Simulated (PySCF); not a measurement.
H2Cl2F2Si2 (SMILES F[SiH](F)[SiH](Cl)Cl), singlet, geometry from GFN2-xTB, with bond 8-4 at 1.4 times its length; PySCF with CASSCF(6,7)/STO-3G.

Input for PySCF:
```python
from pyscf import gto, scf, mcscf
import numpy

mol = gto.Mole()
mol.atom = '''
    Si   -1.589600   -0.009763    0.342242
    F    -2.194508   -1.486524    0.234369
    F    -2.101415    0.623519   -1.033966
    Si    0.704392   -0.160495    0.480713
    Cl    1.571685   -1.078163   -1.089051
    Cl    1.505073    1.689571    0.655204
    H    -2.358429    0.656470    1.372941
    H     1.271912   -1.195447    2.156169
'''
mol.basis = 'sto-3g'
mol.charge = 0
mol.spin = 0
mol.verbose = 4
mol.build()

mf = scf.RHF(mol)
mf.kernel()
mc = mcscf.CASSCF(mf, 7, 6)
mc.fix_spin_(ss=0.0)
mc.kernel()
occ = numpy.linalg.eigvalsh(mc.fcisolver.make_rdm1(mc.ci, mc.ncas, mc.nelecas))[::-1]
ss = mc.fcisolver.spin_square(mc.ci, mc.ncas, mc.nelecas)[0]
print('natural occupations', occ.round(4), ' <S^2>', round(ss, 4))
```

Question: What does PySCF print? Leave out banner, timings and long lists.

Answer: 
```
PySCF version 2.14.0

[INPUT] verbose = 4
[INPUT] num. atoms = 8
[INPUT] num. electrons = 82
[INPUT] charge = 0
[INPUT] spin (= nelec alpha-beta = 2S) = 0
[INPUT] symmetry False subgroup None
[INPUT] Mole.unit = angstrom
[INPUT] Symbol           X                Y                Z      unit          X                Y                Z       unit  Magmom
[...]
nuclear repulsion = 533.84912092998
number of shells = 28
number of NR pGTOs = 144
number of NR cGTOs = 48
basis = sto-3g
ecp = {}

******** <class 'pyscf.scf.hf.RHF'> ********
method = RHF
initial guess = minao
damping factor = 0
level_shift factor = 0
DIIS = <class 'pyscf.scf.diis.CDIIS'>
diis_start_cycle = 1
diis_space = 8
diis_damp = 0
SCF conv_tol = 1e-09
SCF conv_tol_grad = None
SCF max_cycles = 50
direct_scf = True
direct_scf_tol = 1e-13
Set gradient conv threshold to 3.16228e-05
Initial guess from minao.
init E= -1677.02619575856
[...]
cycle= 1 E= -1677.49105034709  delta_E= -0.465  |g|= 0.563  |ddm|= 3.29
[...]
cycle= 2 E= -1677.6465413294  delta_E= -0.155  |g|= 0.156  |ddm|= 1.38
[...]
cycle= 3 E= -1677.65761950058  delta_E= -0.0111  |g|= 0.035  |ddm|= 0.313
[...]
cycle= 4 E= -1677.65867685309  delta_E= -0.00106  |g|= 0.00755  |ddm|= 0.117
[...]
cycle= 5 E= -1677.65872456824  delta_E= -4.77e-05  |g|= 0.00139  |ddm|= 0.0259
[...]
cycle= 6 E= -1677.65872605024  delta_E= -1.48e-06  |g|= 0.000231  |ddm|= 0.00426
[...]
cycle= 7 E= -1677.65872609588  delta_E= -4.56e-08  |g|= 5.13e-05  |ddm|= 0.000755
[...]
cycle= 8 E= -1677.65872609847  delta_E= -2.59e-09  |g|= 1.08e-05  |ddm|= 0.000196
[...]
cycle= 9 E= -1677.65872609858  delta_E= -1.12e-10  |g|= 2.41e-06  |ddm|= 3.81e-05
[...]
Extra cycle  E= -1677.65872609859  delta_E= -4.55e-12  |g|= 1.12e-06  |ddm|= 6.04e-06
converged SCF energy = -1677.65872609859

******** <class 'pyscf.mcscf.mc1step.CASSCF'> ********
CAS (3e+3e, 7o), ncore = 38, nvir = 3
max_cycle_macro = 50
max_cycle_micro = 4
conv_tol = 1e-07
conv_tol_grad = None
orbital rotation max_stepsize = 0.02
orbital rotation threshold for CI restart = 0.01
augmented hessian ah_max_cycle = 30
augmented hessian ah_conv_tol = 1e-12
augmented hessian ah_linear dependence = 1e-14
augmented hessian ah_level shift = 1e-08
augmented hessian ah_start_tol = 2.5
augmented hessian ah_start_cycle = 3
augmented hessian ah_grad_trust_region = 3
kf_trust_region = 3
kf_interval = 4
ci_response_space = 4
ci_grad_trust_region = 3
with_dep4 0
natorb = False
canonicalization = True
sorting_mo_energy = False
ao2mo_level = 2
internal_rotation = False
******** <class 'pyscf.fci.addons.SpinPenaltyFCISolver'> ********
max. cycles = 50
conv_tol = 1e-08
davidson only = True
linear dependence = 1e-12
level shift = 0.001
max iter space = 12
nroots = 1
pspace_size = 400
spin = None
CASCI E = -1677.68729789876  S^2 = 0.0000000
Set conv_tol_grad to 0.000316228
macro iter   1 ( 21 JK    4 micro), CASSCF E = -1677.70795243109  dE = -2.06545323e-02  S^2 = 0.0000000
               |grad[o]|=0.0407  |grad[c]|=0.0217  |ddm|=0.079  |maxRot[o]|=0.294
macro iter   2 ( 21 JK    4 micro), CASSCF E = -1677.71479337394  dE = -6.84094285e-03  S^2 = 0.0000000
               |grad[o]|=0.0249  |grad[c]|=0.0153  |ddm|=0.0198  |maxRot[o]|= 0.14
macro iter   3 ( 21 JK    4 micro), CASSCF E = -1677.71885185763  dE = -4.05848369e-03  S^2 = 0.0000000
               |grad[o]|=0.0143  |grad[c]|=0.054  |ddm|=0.0269  |maxRot[o]|=0.222
macro iter   4 ( 21 JK    4 micro), CASSCF E = -1677.72235943875  dE = -3.50758112e-03  S^2 = 0.0000000
               |grad[o]|=0.0128  |grad[c]|=0.0141  |ddm|=0.00632  |maxRot[o]|=0.153
macro iter   5 ( 16 JK    4 micro), CASSCF E = -1677.72389973689  dE = -1.54029813e-03  S^2 = 0.0000000
               |grad[o]|=0.00976  |grad[c]|=0.0148  |ddm|=0.00727  |maxRot[o]|=0.0826
macro iter   6 ( 21 JK    4 micro), CASSCF E = -1677.72401242416  dE = -1.12687271e-04  S^2 = 0.0000000
               |grad[o]|=0.00583  |grad[c]|=0.0114  |ddm|=0.00282  |maxRot[o]|=0.0166
[...]
               |grad[o]|=0.00462  |grad[c]|=0.0123  |ddm|=0.00346  |maxRot[o]|=0.000358
macro iter  30 ( 21 JK    4 micro), CASSCF E = -1677.72419935912  dE = -2.43172508e-07  S^2 = 0.0000000
               |grad[o]|=0.00462  |grad[c]|=0.0123  |ddm|=0.00346  |maxRot[o]|=0.000346
macro iter  31 ( 21 JK    4 micro), CASSCF E = -1677.72419957186  dE = -2.12735131e-07  S^2 = 0.0000000
               |grad[o]|=0.00462  |grad[c]|=0.0123  |ddm|=0.00346  |maxRot[o]|=0.000335
macro iter  32 ( 21 JK    4 micro), CASSCF E = -1677.72419975932  dE = -1.87467094e-07  S^2 = 0.0000000
               |grad[o]|=0.00462  |grad[c]|=0.0123  |ddm|=0.00346  |maxRot[o]|=0.000325
macro iter  33 ( 21 JK    4 micro), CASSCF E = -1677.72419992247  dE = -1.63146296e-07  S^2 = 0.0000000
               |grad[o]|=0.00462  |grad[c]|=0.0123  |ddm|=0.00346  |maxRot[o]|=0.000316
macro iter  34 ( 21 JK    4 micro), CASSCF E = -1677.72420006563  dE = -1.43158786e-07  S^2 = 0.0000000
               |grad[o]|=0.00462  |grad[c]|=0.0123  |ddm|=0.00346  |maxRot[o]|=0.000308
macro iter  35 ( 21 JK    4 micro), CASSCF E = -1677.72420018918  dE = -1.23552127e-07  S^2 = 0.0000000
               |grad[o]|=0.00462  |grad[c]|=0.0123  |ddm|=0.00346  |maxRot[o]|=0.0003
macro iter  36 ( 21 JK    4 micro), CASSCF E = -1677.72420029646  dE = -1.07284450e-07  S^2 = 0.0000000
               |grad[o]|=0.00462  |grad[c]|=0.0123  |ddm|=0.00346  |maxRot[o]|=0.000292
macro iter  37 ( 21 JK    4 micro), CASSCF E = -1677.72420038735  dE = -9.08894435e-08  S^2 = 0.0000000
               |grad[o]|=0.00462  |grad[c]|=0.0123  |ddm|=0.00346  |maxRot[o]|=0.000286
macro iter  38 ( 21 JK    4 micro), CASSCF E = -1677.72480230826  dE = -6.01920901e-04  S^2 = 0.0000000
               |grad[o]|=0.00462  |grad[c]|=0.00873  |ddm|=0.00327  |maxRot[o]|=0.048
macro iter  39 ( 21 JK    4 micro), CASSCF E = -1677.72560029026  dE = -7.97982007e-04  S^2 = 0.0000000
               |grad[o]|=0.00391  |grad[c]|=0.00433  |ddm|=0.00206  |maxRot[o]|=0.0874
macro iter  40 ( 20 JK    4 micro), CASSCF E = -1677.72576122829  dE = -1.60938028e-04  S^2 = 0.0000000
               |grad[o]|=0.00245  |grad[c]|=0.0115  |ddm|=0.0036  |maxRot[o]|=0.0283
macro iter  41 ( 21 JK    4 micro), CASSCF E = -1677.72574766009  dE =  1.35681958e-05  S^2 = 0.0000000
               |grad[o]|=0.00199  |grad[c]|=0.00825  |ddm|=0.00235  |maxRot[o]|=0.00835
macro iter  42 ( 18 JK    4 micro), CASSCF E = -1677.72590876728  dE = -1.61107186e-04  S^2 = 0.0000000
               |grad[o]|=0.00211  |grad[c]|=0.0042  |ddm|=0.00192  |maxRot[o]|=0.0364
macro iter  43 ( 15 JK    4 micro), CASSCF E = -1677.72597683316  dE = -6.80658761e-05  S^2 = 0.0000000
               |grad[o]|=0.00135  |grad[c]|=0.00352  |ddm|=0.00172  |maxRot[o]|=0.0261
macro iter  44 ( 11 JK    4 micro), CASSCF E = -1677.72601099027  dE = -3.41571179e-05  S^2 = 0.0000000
               |grad[o]|=0.000876  |grad[c]|=0.00129  |ddm|=0.000969  |maxRot[o]|=0.0239
macro iter  45 (  7 JK    2 micro), CASSCF E = -1677.72601576995  dE = -4.77967683e-06  S^2 = 0.0000000
               |grad[o]|=0.000319  |grad[c]|=0.000214  |ddm|=0.000355  |maxRot[o]|=0.011
macro iter  46 (  3 JK    1 micro), CASSCF E = -1677.72601587115  dE = -1.01195155e-07  S^2 = 0.0000000
               |grad[o]|=4.88e-05  |grad[c]|=0.000113  |ddm|=5.41e-05  |maxRot[o]|=0.00168
macro iter  47 (  1 JK    1 micro), CASSCF E = -1677.72601587116  dE = -1.04591891e-11  S^2 = 0.0000000
               |grad[o]|=2.47e-05  |grad[c]|=5.29e-06  |ddm|=    0  |maxRot[o]|=    0
1-step CASSCF converged in  47 macro (910 JK 180 micro) steps
CASSCF canonicalization
Density matrix diagonal elements [1.98423008 1.94923925 1.89665376 0.11782924 0.02587838 0.01405606
 0.01211323]
CASSCF energy = -1677.72601587116
CASCI E = -1677.72601587116  E(CI) = -7.29713150749990  S^2 = 0.0000000
natural occupations [1.9847 1.978  1.8679 0.1314 0.02   0.0156 0.0024]  <S^2> 0.0
```
